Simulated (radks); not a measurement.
Values are calculated unless marked as measured or tabulated.
Problem. All-electron atom: Lu in [Xe] 4f14 5d1 6s2 (the NIST ground configuration). Level of theory: scalar-relativistic Kohn-Sham, PBE, spin-unpolarised, spherical densities, finite nucleus; Fermi nuclear charge, rms radius 5.37 fm (a radial shooting solver on a logarithmic mesh with Libxc functionals). Some entries of the table are withheld. Estimate them.

orbital  occ.  eigenvalue (eV)  <1/r> (bohr^-1)
1s          2        -63225.52            82.19
2s          2        -10763.08              (1)
2p          6        -9470.428              (2)
3s          2        -2439.186            7.091
3p          6        -2051.112            6.589
3d         10        -1584.759            6.237
4s          2        -485.5540              (3)
4p          6        -358.1873            2.734
4d         10        -191.9217            2.420
5s          2         -61.0362            1.133
5p          6         -31.6645           0.9366
4f         14              (4)            1.827
6s          2              (5)           0.3447
5d          1          -1.7508           0.4705

Solution. 
(1) 2s <1/r> (bohr^-1): 19.18
(2) 2p <1/r> (bohr^-1): 17.56
(3) 4s <1/r> (bohr^-1): 3.000
(4) 4f eigenvalue (eV): -9.6278
(5) 6s eigenvalue (eV): -4.6581
